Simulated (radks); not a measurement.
Neutral erbium inside a hard spherical wall (all orbitals vanish at R), configuration held at [Xe] 4f12 6s2 and not refilled when levels cross. Method: scalar-relativistic Kohn-Sham, PBE, spin-polarised, spherical densities, point nucleus; open shells are filled with parallel spins first (spin-orbit coupling, left out, can overturn this in heavy ions); computed with a radial shooting solver on a logarithmic mesh with Libxc functionals. Eigenvalues in eV for spin up, with the zero of energy where the potential of the charges vanishes at infinity; a dash marks a level that is unbound or too diffuse for the functional's potential to be trusted. A positive occupied level is held by the wall or, in an anion where self-interaction has pushed it up, behind a barrier. The pressure on the wall is -dE/dV.

R (bohr)  E (hartree)  kinetic (hartree)    e(5s)    e(5p)   e(6s)   e(4f)  e(6p, empty)  e(5d, empty)  pressure (GPa)
free      -13086.3964          14189.831  -52.272  -26.676  -3.858  -3.851             -             -               0
15        -13086.3964          14189.832  -52.270  -26.674  -3.856  -3.849        -1.124        -0.964        0.000153
12        -13086.3961          14189.835  -52.242  -26.646  -3.835  -3.822        -1.038        -0.929         0.00506
8         -13086.3812          14189.935  -51.644  -26.056  -3.308  -3.236         0.074        -0.317           0.524
6         -13086.2962          14190.327  -50.082  -24.538  -1.390  -1.686         3.338         1.358            6.23
5         -13086.1287          14190.978  -48.334  -22.879   1.629   0.106         8.047         3.448            25.5
4         -13085.5982          14192.959  -44.856  -19.604   9.729   3.893        19.710         8.070             139
1.5       -13021.4696          14395.224   96.940   144.35  462.76  132.70        518.84        217.66          184000
